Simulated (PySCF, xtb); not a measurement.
ZrI4, SMILES [I][Zr]([I])([I])[I], multiplicity 1.

GFN2-xTB run with xtb at its own geometry gives an orbital gap of 1.98 eV and a dipole moment of 0.00 D.

Geometry: PBE0-D3(BJ)/def2-SVP. The spin state was assumed, not searched. The isomer is the one that the SMILES or the coordinates give; other isomers of the formula were not compared. The def2 effective core potentials stand for the cores of I, Zr; spin–orbit coupling is left out.

Q: What does HF/def2-TZVP (PySCF) give? (Estimate from the structure and the level; the computed values follow.)

A: gap 10.43 eV (levels -10.25 and 0.19 eV), dipole 0.00 D.
